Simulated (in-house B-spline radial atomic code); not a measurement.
# LDA VWN5 excitations of the germanium ion Ge⁴⁺

Method: LDA VWN5. Computed with an all-electron radial atomic-structure program (B-spline basis): linear response of the closed shell [Ar] 3d10 with the functional's adiabatic kernel; non-relativistic, point nucleus, no spin-orbit coupling, no double excitations, S, P, D and F terms only. Only terms of natural parity with L up to 3 were computed.

Without relativity these are model numbers for so heavy an element.

Command:
```bash
python run_td.py task.json out
```
Settings (radii: box in bohr, nucleus in fm):
```
Z                        32
electrons                28
configuration            [Ar] 3d10
hamiltonian              nr
method                   lda,vwn
box_radius               19.1
intervals                54
```

Run time, properties included: 0.4 s on 1 thread of Intel(R) Xeon(R) 6975P-C (Granite Rapids) (shared host).

The lowest states, in the order of their Tamm-Dancoff energies; the method's threshold (minus the highest occupied level) is 78.91 eV. Labels give the largest channel, * marks a mixed state, and oscillator strengths are full-response dipole values. Semilocal kernels can invert the small singlet-triplet splittings of Rydberg terms. Energies in eV:

```json
{"state": "3d → 4s 3D", "full response": "27.040", "Tamm-Dancoff": "27.051", "oscillator strength": "-"}
{"state": "3d → 4s 1D", "full response": "27.616", "Tamm-Dancoff": "27.628", "oscillator strength": "-"}
{"state": "3d → 4p 3P", "full response": "37.71", "Tamm-Dancoff": "37.72", "oscillator strength": "-"}
{"state": "3d → 4p 3F", "full response": "37.94", "Tamm-Dancoff": "37.95", "oscillator strength": "-"}
{"state": "3d → 4p 1F", "full response": "38.25", "Tamm-Dancoff": "38.25", "oscillator strength": "-"}
{"state": "3d → 4p 1P", "full response": "39.16", "Tamm-Dancoff": "39.24", "oscillator strength": "0.539"}
{"state": "3d → 4d 3S", "full response": "53.10", "Tamm-Dancoff": "53.13", "oscillator strength": "-"}
{"state": "3d → 4d 3D", "full response": "53.76", "Tamm-Dancoff": "53.77", "oscillator strength": "-"}
{"state": "3d → 4d 1D", "full response": "54.14", "Tamm-Dancoff": "54.16", "oscillator strength": "-"}
{"state": "3d → 5s 3D", "full response": "56.44", "Tamm-Dancoff": "56.44", "oscillator strength": "-"}
{"state": "3d → 5s 1D", "full response": "56.55", "Tamm-Dancoff": "56.55", "oscillator strength": "-"}
{"state": "3d → 4d 1S", "full response": "57.13", "Tamm-Dancoff": "57.60", "oscillator strength": "-"}
{"state": "3d → 5p 3P", "full response": "59.93", "Tamm-Dancoff": "59.94", "oscillator strength": "-"}
{"state": "3d → 5p 3F", "full response": "?", "Tamm-Dancoff": "?", "oscillator strength": "-"}
{"state": "3d → 5p 1F", "full response": "60.06", "Tamm-Dancoff": "60.07", "oscillator strength": "-"}
{"state": "3d → 5p 1P", "full response": "60.27", "Tamm-Dancoff": "60.29", "oscillator strength": "0.0531"}
{"state": "3d → 4f 3P", "full response": "64.06", "Tamm-Dancoff": "64.06", "oscillator strength": "-"}
{"state": "3d → 4f 1F", "full response": "?", "Tamm-Dancoff": "?", "oscillator strength": "-"}
{"state": "3d → 4f 3F", "full response": "64.12", "Tamm-Dancoff": "64.12", "oscillator strength": "-"}
{"state": "3d → 4f 1P", "full response": "64.23", "Tamm-Dancoff": "64.25", "oscillator strength": "0.356"}
{"state": "3d → 5d 3S", "full response": "65.18", "Tamm-Dancoff": "65.19", "oscillator strength": "-"}
{"state": "3d → 5d 3D", "full response": "65.38", "Tamm-Dancoff": "65.38", "oscillator strength": "-"}
```

Question: Where does 3d → 4f 1F lie?

Answer: At 64.10 eV in full response, 64.10 eV in Tamm-Dancoff.

Question: Where does 3d → 5p 3F lie?

Answer: At 59.99 eV in full response, 59.99 eV in Tamm-Dancoff.

Question: How large is the singlet-triplet splitting of 3d → 4s (D terms) in Tamm-Dancoff?

Answer: 0.577 eV, from the unrounded values.

Question: What polarisabilities and dispersion coefficient does the method give?

Answer: Dipole 0.8474 bohr³, quadrupole 1.266 bohr⁵, C6 1.618 hartree·bohr⁶ for two such species.
